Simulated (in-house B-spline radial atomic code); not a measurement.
A calculation on the copper ion Cu⁸⁺: its settings, and results tabulated from the run. Computed with a B-spline radial code for spherical atoms: scalar-relativistic (X2C) Hartree-Fock with fractional occupations, spin-polarised, spherical fractional occupations, Fermi nucleus of rms radius 3.8823 fm.

Command:
```bash
python run_scf.py task.json out
```
Settings (nuclear radius in fm, mass in u):
```
Z                29
configuration    [Ar] 3d3
hamiltonian      x2c
method           hf,
spin_polarised   True
nucleus          fermi
rms_radius       3.8823
atomic_mass      62.9296
speed_of_light   137.035999084
```

Output (hartree, bohr):
```
 radial grid: 64 intervals, B-splines of order 8, outer radius 7.931 bohr

 iter        energy (Eh)    residual
    1       -1616.099806    1.04e+00
    2       -1629.383827    3.11e-01
    3       -1630.274287    1.14e-01
    4       -1630.403624    4.58e-02
    5       -1630.423993    9.65e-03
    6       -1630.425321    6.23e-04
    7       -1630.425323    5.12e-05
    8       -1630.425323    6.96e-06
    9       -1630.425323    6.46e-07
   10       -1630.425323    2.21e-08

 total energy                     -1630.42532
 kinetic                            1660.1511
 electron-nucleus                  -3778.4527
 Hartree                             547.9694
 exact exchange                      -60.0932

 orbital      occ     eigenvalue          <r>       <r^2>       <1/r>       r_max
 1s up      1.000      -339.9050    0.0517667  0.00361776     29.6403     0.03373
 1s down    1.000      -339.9040    0.0517655  0.00361752     29.6406     0.03373
 2s up      1.000       -49.3398     0.233789   0.0645279     6.43685      0.1961
 2s down    1.000       -49.1610     0.233131   0.0641185     6.45442      0.1959
 2p up      3.000       -43.4640     0.205994   0.0520058     6.21756      0.1583
 2p down    3.000       -43.2892     0.205092   0.0514722     6.23716       0.158
 3s up      1.000       -12.0645     0.661727    0.499972     2.16023      0.5934
 3s down    1.000       -11.6962     0.665571    0.505853      2.1396      0.5944
 3p up      3.000       -10.1668     0.673166    0.524724     2.03264      0.5925
 3p down    3.000        -9.7212     0.679681    0.535032     2.00448      0.5945
 3d up      3.000        -6.8516     0.679099    0.550189     1.80668      0.5362
```

Run time, properties included: 0.22 s on 1 thread of Intel(R) Xeon(R) 6975P-C, on a shared host.

Caution: exact exchange at fractional occupations of open shells leaves self-interaction of up to several eV.

One-electron X2C: radii and densities carry no picture-change correction, so inner-shell <1/r> comes out high (for 1s by about 2 % at Z = 33, 5 % at 54, 10 % at 75, 30 % at 118) and <r> low.
